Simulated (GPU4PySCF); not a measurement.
C10H8Cl2N2Pt, SMILES c12cccc[n]1->[Pt]([Cl])([Cl])<-[n]1ccccc1-2, multiplicity 1.

Coordinates come from a PBE-D3(BJ)/def2-TZVP optimisation. The spin state was assumed, not searched. The isomer is the one that the SMILES or the coordinates give; other isomers of the formula were not compared. The def2 effective core potentials stand for the cores of Pt; spin–orbit coupling is left out. Other conformers were not sampled.

Calculation: PBE-D3(BJ)/def2-TZVP (GPU4PySCF).

Frequencies are harmonic and unscaled.

| mode | ν (cm⁻¹) | IR (km/mol) | moving atoms (share of kinetic energy) |
|---|---|---|---|
| 1 | 48 | 0.0 | Cl 70 %, C 24 % |
| 2 | 61 | 1.1 | C 51 %, Cl 27 %, H 12 % |
| 3 | 88 | 0.6 | C 51 %, Cl 18 %, Pt 18 %, H 10 % |
| 4 | 115 | 0.0 | C 67 %, H 18 %, Cl 11 % |
| 5 | 150 | 0.6 | Cl 68 %, C 18 %, Pt 10 % |
| 6 | 165 | 0.1 | Cl 88 % |
| 7 | 193 | 2.1 | C 67 %, Pt 17 %, H 10 % |
| 8 | 202 | 0.2 | C 48 %, Pt 20 %, N 16 %, H 9 % |
| 9 | 251 | 4.8 | C 55 %, Pt 17 %, Cl 13 %, N 9 % |
| 10 | 257 | 0.0 | C 60 %, N 23 %, H 16 % |
| 11 | 291 | 2.7 | C 53 %, N 16 %, Cl 15 %, Pt 8 % |
| 12 | 343 | 20.5 | Cl 77 %, Pt 21 % |
| 13 | 351 | 33.6 | Cl 70 %, Pt 22 % |
| 14 | 383 | 2.2 | C 77 %, N 13 % |
| 15 | 416 | 4.1 | C 70 %, H 25 % |
| 16 | 431 | 0.0 | N 41 %, C 36 %, H 22 % |
| 17 | 460 | 0.2 | C 47 %, N 34 %, H 17 % |
| 18 | 482 | 0.2 | C 61 %, N 26 %, H 12 % |
| 19 | 546 | 0.0 | C 74 %, H 26 % |
| 20 | 635 | 0.0 | C 79 %, N 15 % |
| 21 | 641 | 1.2 | C 77 %, N 15 % |
| 22 | 666 | 0.0 | C 71 %, N 21 % |
| 23 | 715 | 13.0 | C 63 %, N 22 %, H 16 % |
| 24 | 721 | 0.0 | H 59 %, C 24 %, N 18 % |
| 25 | 742 | 95.2 | H 78 %, C 15 % |
| 26 | 763 | 1.4 | C 76 %, N 14 %, H 10 % |
| 27 | 776 | 0.0 | C 64 %, H 30 % |
| 28 | 851 | 0.0 | H 68 %, C 30 % |
| 29 | 865 | 0.0 | H 76 %, C 24 % |
| 30 | 930 | 0.0 | H 74 %, C 25 % |
| 31 | 939 | 0.4 | H 74 %, C 25 % |
| 32 | 970 | 0.3 | H 74 %, C 26 % |
| 33 | 971 | 0.0 | H 73 %, C 27 % |
| 34 | 1009 | 4.7 | C 50 %, N 43 % |
| 35 | 1027 | 5.3 | N 48 %, C 43 %, H 9 % |
| 36 | 1029 | 3.9 | C 84 %, H 13 % |
| 37 | 1054 | 8.0 | C 56 %, H 40 % |
| 38 | 1057 | 3.3 | H 51 %, C 46 % |
| 39 | 1103 | 0.2 | H 56 %, C 34 %, N 10 % |
| 40 | 1119 | 1.2 | H 64 %, C 28 %, N 8 % |
| 41 | 1147 | 1.0 | H 91 % |
| 42 | 1155 | 0.1 | H 90 %, C 8 % |
| 43 | 1254 | 7.6 | H 62 %, C 34 % |
| 44 | 1276 | 0.3 | H 45 %, N 30 %, C 25 % |
| 45 | 1306 | 0.8 | C 66 %, N 28 % |
| 46 | 1307 | 2.7 | C 62 %, H 31 % |
| 47 | 1311 | 8.5 | C 60 %, H 33 % |
| 48 | 1413 | 35.1 | C 48 %, H 47 % |
| 49 | 1438 | 0.4 | C 60 %, H 33 % |
| 50 | 1452 | 84.2 | C 54 %, H 39 % |
| 51 | 1476 | 17.9 | C 70 %, H 23 % |
| 52 | 1543 | 0.7 | C 78 %, H 12 %, N 10 % |
| 53 | 1555 | 3.4 | C 82 %, N 10 %, H 9 % |
| 54 | 1598 | 0.2 | C 86 %, H 11 % |
| 55 | 1599 | 10.9 | C 88 %, H 9 % |
| 56 | 3101 | 6.7 | H 91 %, C 9 % |
| 57 | 3102 | 33.7 | H 91 %, C 9 % |
| 58 | 3124 | 0.3 | H 92 % |
| 59 | 3125 | 0.0 | H 92 % |
| 60 | 3137 | 3.0 | H 92 %, C 8 % |
| 61 | 3140 | 0.0 | H 92 %, C 8 % |
| 62 | 3144 | 3.8 | H 91 %, C 9 % |
| 63 | 3146 | 6.7 | H 91 %, C 9 % |
